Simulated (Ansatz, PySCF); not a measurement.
Molecule: C₂H₆FSi, net charge 0, doublet state. It need not be the lowest isomer of its formula. 
Structure (B3LYP-D3(BJ)/def2-TZVP (Ansatz, a quantum-chemistry and plane-wave program) minimum search):
```xyz
10

Si     0.0187     0.3534     0.2439
F     -0.0024     0.9546    -1.2621
C     -1.5642    -0.6270     0.4722
C      1.5417    -0.7324     0.3866
H     -2.4456     0.0042     0.3549
H     -1.5944    -1.0769     1.4665
H     -1.6137    -1.4286    -0.2717
H      1.5960    -1.1852     1.3786
H      1.4957    -1.5341    -0.3574
H      2.4561    -0.1622     0.2197
```
Charge 0, spin multiplicity 2.

Dipole moments at this geometry, in debye (magnitudes).

```csv
level,program,dipole (D)
HF/def2-TZVPD,PySCF,1.97
BLYP/def2-TZVPD,PySCF,1.82
revPBE/def2-TZVPD,Ansatz,1.82
B97M-V/def2-TZVPD,Ansatz,1.85
TPSSh/def2-TZVPD,PySCF,1.83
r2SCANh/def2-TZVPD,Ansatz,1.88
r2SCAN0/def2-TZVPD,Ansatz,1.91
M06-2X/def2-TZVPD,PySCF,1.89
HSE06/def2-TZVPD,Ansatz,1.91
CAM-B3LYP/def2-TZVPD,Ansatz,1.92
LC-wPBE/def2-TZVPD,Ansatz,1.93
wB97M-V/def2-TZVPD,Ansatz,___
wB97X-V/def2-TZVPD,Ansatz,1.91
CCSD(T)/aug-cc-pV(D+d)Z,Ansatz,___
```

Q: Some entries are withheld; supply them.

A: 
- wB97M-V/def2-TZVPD, dipole (D): 1.88
- CCSD(T)/aug-cc-pV(D+d)Z, dipole (D): 1.84
